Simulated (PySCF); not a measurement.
`F[C@@H]1C[Si@H]1Br`, C2H4BrFSi

Geometry:
| atom | x (Å) | y (Å) | z (Å) |
| --- | --- | --- | --- |
| F1 | -2.041 | 0.230 | 0.452 |
| C2 | -0.891 | 0.284 | -0.276 |
| C3 | 0.008 | -0.958 | -0.207 |
| Si4 | 0.770 | 0.569 | 0.521 |
| Br5 | 2.350 | 1.659 | -0.575 |
| H6 | -1.071 | 0.672 | -1.289 |
| H7 | 0.318 | -1.411 | -1.155 |
| H8 | -0.318 | -1.702 | 0.532 |
| H9 | 0.906 | 0.684 | 1.989 |

Method used: TDDFT CAM-B3LYP/def2-SVPD circular dichroism and optical rotation, one conformer, gas phase (PySCF 2.14.0). Geometry: PBE0-D3(BJ)/def2-SVP.

The calculation is non-relativistic, which matters for the atoms heavier than Zn.

Stereocentres: C2 S, Si4 R.

Q: What is the specific rotation at 633, 589.3, 546, 436, 405, 365, 355 nm?

A: [α] in deg dm⁻¹ (g/mL)⁻¹:
| λ (nm) | origin-invariant length gauge | modified velocity gauge | length gauge (centre of mass) | isotropic polarisability (au) |
| --- | --- | --- | --- | --- |
| 633 | -26.0 | -35.4 | -26.7 | 73.9 |
| 589.3 | -31.1 | -42.2 | -31.9 | 74.2 |
| 546 | -38.0 | -51.3 | -38.9 | 74.6 |
| 436 | -72.4 | -96.4 | -74.2 | 76.4 |
| 405 | -92.1 | -121.7 | -94.3 | 77.2 |
| 365 | -134.1 | -174.9 | -137.2 | 78.7 |
| 355 | -149.6 | -194.4 | -153.0 | 79.1 |

Q: And for the mirror image at 589.3 nm?

A: +31.1 deg dm⁻¹ (g/mL)⁻¹ (origin-invariant length gauge): the same size and the opposite sign.

Q: What is the molar rotation [Φ] = [α]·M/100 of the geometry above at 589.3 nm?

A: With M = 155.04 g/mol, -48.2 deg cm² dmol⁻¹ (origin-invariant length gauge).

The first excitation lies at 5.51 eV (225 nm) with R = -7.2 × 10⁻⁴⁰ esu² cm² (velocity form).
